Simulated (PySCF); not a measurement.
Method used: delta-SCF UKS SCAN, pcX-2 on the ionised atom, pcseg-1 elsewhere, spin-free X2C in PySCF 2.14.0. Geometries: PBE0-D3(BJ)/def2-SVP; isolated species, one conformer each. Values against the vacuum level.

**Question.** Order these sites by rising C 1s binding energy.
A. C1 in `[CH2:1]=[C:2]([CH3:3])/[P:4]=[CH:5]/[O:6][CH3:7]`
B. C6 in `[CH3:1][CH:2]([CH3:3])[CH2:4][P@:5]([CH3:6])(=[O:7])[OH:8]`
C. C2 in `[CH3:1][CH2:2][NH:3][SiH3:4]`
D. C5 in `[CH3:1][C:2]([CH3:3])([CH3:4])[CH2:5][PH:6][CH2:7][OH:8]`

**Answer.** A (289.51 eV), D (290.12 eV), B (290.88 eV), C (291.60 eV).

From the lowest up, the atoms are bonded to: C (double bond) and 2 H (289.51); C, 2 H and P (290.12); 3 H and P (290.88); N, C and 2 H (291.60).

**Question.** Order these sites by rising O 1s binding energy.
A. Oxygen in `CC(C)(CPCO)C`
B. Oxygen in `O([SiH2][SiH3])[SiH2]P`
C. O7 in `[CH3:1][CH:2]([CH3:3])[CH2:4][P@:5]([CH3:6])(=[O:7])[OH:8]`

**Answer.** C (536.18 eV), B (537.73 eV), A (538.75 eV).

The highest is bonded to C and H, the lowest to P (double bond); the range is 2.57 eV.

**Question.** Rank by computed P 1s binding energy, lowest first.
A. Phosphorus in `[SiH3][SiH2]O[SiH2]P`
B. Phosphorus in `C(C(C)(C)C)PCO`
C. Phosphorus in `CC(C)C[P@](C)(=O)O`
D. Phosphorus in `CO/C=P/C(=C)C`

**Answer.** D (2148.93 eV), B (2149.50 eV), A (2149.90 eV), C (2152.51 eV).

From the lowest up, the atoms are bonded to: C (double bond) and C (2148.93); 2 C and H (2149.50); 2 H and Si (2149.90); O (double bond), O and 2 C (2152.51).
